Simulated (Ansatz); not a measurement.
Job for Ansatz (a first-principles code): R-RI-MP2/cc-pVTZ on C5H8 (SMILES C=CC(=C)C), a point of a torsion scan. Files ending in .json are basis or fitting sets from the Basis Set Exchange.

Ansatz 0.2 input:
```yaml
crystal:
  periodic: [false, false, false]
  atoms:
    - {symbol: C, position_ang: [1.11751480, 1.51496235, -0.64450224]}
    - {symbol: C, position_ang: [0.33038166, 1.05711927, 0.32207891]}
    - {symbol: C, position_ang: [-0.32257455, -0.24513935, 0.34761365]}
    - {symbol: C, position_ang: [-1.09160924, -0.58734536, 1.38048779]}
    - {symbol: C, position_ang: [-0.10393635, -1.17367233, -0.80918556]}
    - {symbol: H, position_ang: [1.34968672, 0.94160861, -1.52550598]}
    - {symbol: H, position_ang: [1.56372163, 2.49340496, -0.58781020]}
    - {symbol: H, position_ang: [0.13387387, 1.68141794, 1.18496429]}
    - {symbol: H, position_ang: [-1.25138200, 0.07641542, 2.21370127]}
    - {symbol: H, position_ang: [-1.58823995, -1.54151847, 1.43034326]}
    - {symbol: H, position_ang: [-0.64764837, -2.10312592, -0.66228241]}
    - {symbol: H, position_ang: [0.95555726, -1.40213272, -0.91547490]}
    - {symbol: H, position_ang: [-0.44540355, -0.71196477, -1.73447136]}
basis:
  gaussian:
    orbitals: cc-pVTZ
    fitting: {mean_field: def2-universal-JKFIT, correlation: cc-pVTZ-RIFIT.json}
magnetization: {spin_polarized: false}
correlation: {method: mp2, electrons: outside_noble_gas}
scf: {lower_state_search: off}
```

The head of its log:

```
WARN ansatz: RAYON_NUM_THREADS=1 ignored (pool sized by the plan → 1); use --threads N
Functional definition: HF
these checks for a lower state are left out or cut short: stability, starts, cluster_reference, orbital_swaps, neighbouring_geometries, increment
integrals: 0.28 GiB planned
519 factors; integrals over basis functions are off by at most 9.4e-1 eV
mean field: 0.48 GiB planned
mean field evaluation 1: about -5276.1605 eV, gradient 3.5e1 eV
mean field evaluation 2: about -5279.3568 eV, gradient 1.2e1 eV
mean field evaluation 4: about -5279.7826 eV, gradient 1.1e0 eV
mean field -5279.78622468 eV, -194.0285649894 hartree, gradient 1.2e-6 eV, S^2 0.000000; 0 other end points of the search recorded, 0 dependent functions left out
5 core orbitals not correlated
645 factors; their error is unknown
reference -5279.78622468 eV, -194.0285649894 hartree; 14, 14 occupied and 243, 243 virtual orbitals, 645 factors
```

Q: What total energy does the run end on?

A: -194.8550 hartree.
